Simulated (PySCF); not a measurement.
# Partial charges of `C[SiH2]C[SiH2][Si@H](C)[SiH3]`

C₃H₁₆Si₄.
Atom-mapped SMILES: `[CH3:1][SiH2:2][CH2:3][SiH2:4][Si@H:5]([CH3:6])[SiH3:7]` (hydrogens: H8, H9, H10 on C1; H11, H12 on Si2; H13, H14 on C3; H15, H16 on Si4; H17 on Si5; H18, H19, H20 on C6; H21, H22, H23 on Si7)

Cartesian coordinates in Å at the GFN2-xTB level; atoms count from 1:
```
atom  x, y, z in Å
C1    -4.0462   -0.1394    0.7366
Si2   -2.8379    0.4227   -0.6175
C3    -1.0737   -0.1042   -0.1484
Si4    0.2826    0.3152   -1.4185
Si5    2.3780   -0.1616   -0.5201
C6     2.2982   -1.8254    0.4212
Si7    3.2486    1.4411    0.9210
H8    -4.0787   -1.2225    0.8161
H9    -5.0547    0.2030    0.5264
H10   -3.7644    0.2517    1.7101
H11   -2.8943    1.8848   -0.7434
H12   -3.2271   -0.1908   -1.8940
H13   -1.0604   -1.1800    0.0336
H14   -0.8126    0.3606    0.8042
H15   -0.0492   -0.4008   -2.6603
H16    0.1683    1.7458   -1.7430
H17    3.3463   -0.4048   -1.6141
H18    1.9207   -2.6251   -0.2103
H19    1.6431   -1.7555    1.2859
H20    3.2780   -2.1285    0.7798
H21    4.4733    1.0495    1.6274
H22    2.2909    1.8044    1.9733
H23    3.5665    2.6866    0.2170
```

Density: PBE0/pcSseg-1 (PySCF); schemes: Mulliken, IAO, Hirshfeld and ESP-fitted. Geometry: GFN2-xTB, one conformer, isolated molecule.

**Question.** Atoms with like bonding are taken together and averaged. At which atom do the 4 schemes differ most?

**Answer.** At C3: from -0.864 (Mulliken) to -0.247 e (Hirshfeld), 0.617 e apart.

**Question.** Do the Mulliken, IAO, Hirshfeld and ESP-fitted schemes agree on where the charge is lowest?

**Answer.** The schemes don't all agree: Mulliken C3 (-0.864); IAO C3 (-0.811); Hirshfeld C3 (-0.247); ESP-fitted C1 (-0.712).

**Question.** For which atoms does the sign change between the 4 schemes (beyond +0.03 e in one, beyond −0.03 e in another)?

**Answer.** For none.

**Question.** What partial charge does each atom carry?

**Answer.** In e; atoms taken as equivalent share a row and are averaged (×n: the atom named and its like, n in all):

| atom | environment | Mulliken | IAO | Hirshfeld | ESP-fitted |
| --- | --- | --- | --- | --- | --- |
| C1 | Si-methyl carbon | -0.623 | -0.715 | -0.213 | -0.712 |
| Si2 | SiH2 silicon | +0.656 | +0.777 | +0.347 | +0.678 |
| C3 | sp3 carbon bound to silicon | -0.864 | -0.811 | -0.247 | -0.352 |
| Si4 | SiH2 silicon | +0.391 | +0.463 | +0.241 | +0.134 |
| Si5 | SiH silicon | +0.071 | +0.313 | +0.188 | +0.364 |
| C6 | Si-methyl carbon | -0.601 | -0.686 | -0.210 | -0.528 |
| Si7 | SiH3 silicon | +0.241 | +0.284 | +0.206 | +0.134 |
| H8/H9/H10 | methyl hydrogen | +0.137 | +0.155 | +0.042 | +0.167 |
| H11 | Si–H hydrogen | -0.077 | -0.131 | -0.083 | -0.161 |
| H12 | Si–H hydrogen | -0.081 | -0.131 | -0.084 | -0.163 |
| H13 | methylene hydrogen | +0.169 | +0.157 | +0.040 | +0.103 |
| H14 | methylene hydrogen | +0.169 | +0.156 | +0.038 | +0.091 |
| H15 | Si–H hydrogen | -0.042 | -0.103 | -0.077 | -0.067 |
| H16 | Si–H hydrogen | -0.050 | -0.111 | -0.082 | -0.091 |
| H17 | Si–H hydrogen | -0.014 | -0.095 | -0.082 | -0.127 |
| H18/H19/H20 | methyl hydrogen | +0.144 | +0.154 | +0.041 | +0.130 |
| H21/H22/H23 | Si–H hydrogen | -0.063 | -0.099 | -0.076 | -0.065 |

Mean size of the charges over all atoms: IAO 0.268 e, Mulliken 0.221 e, ESP-fitted 0.208 e, Hirshfeld 0.114 e. Each set sums to the total charge, 0, to within 0.001 e. The Hirshfeld scheme divides the density at each point in proportion to the densities of the neutral, spherically averaged free atoms.

Some averages cover members that differ in this geometry: H18/H19/H20, ESP-fitted +0.114 to +0.140 e.

**Question.** Sum the charges by element.

**Answer.** 
```json
{"element": "C", "atoms": "3", "Mulliken": "-2.088", "IAO": "-2.212", "Hirshfeld": "-0.671", "ESP-fitted": "-1.593"}
{"element": "Si", "atoms": "4", "Mulliken": "+1.359", "IAO": "+1.838", "Hirshfeld": "+0.983", "ESP-fitted": "+1.310"}
{"element": "H", "atoms": "16", "Mulliken": "+0.730", "IAO": "+0.374", "Hirshfeld": "-0.312", "ESP-fitted": "+0.282"}
```

**Question.** How closely do the schemes follow one another over all atoms?

**Answer.** Correlation coefficient and root-mean-square difference: Mulliken with IAO 0.98, 0.073 e; IAO with Hirshfeld 0.95, 0.225 e; IAO with ESP-fitted 0.94, 0.131 e; Hirshfeld with ESP-fitted 0.90, 0.163 e; Mulliken with Hirshfeld 0.90, 0.202 e; Mulliken with ESP-fitted 0.89, 0.145 e.

**Question.** How many electrons does the Hirshfeld scheme count on Si2?

**Answer.** Z − q = 14 − (+0.347) = 13.653.
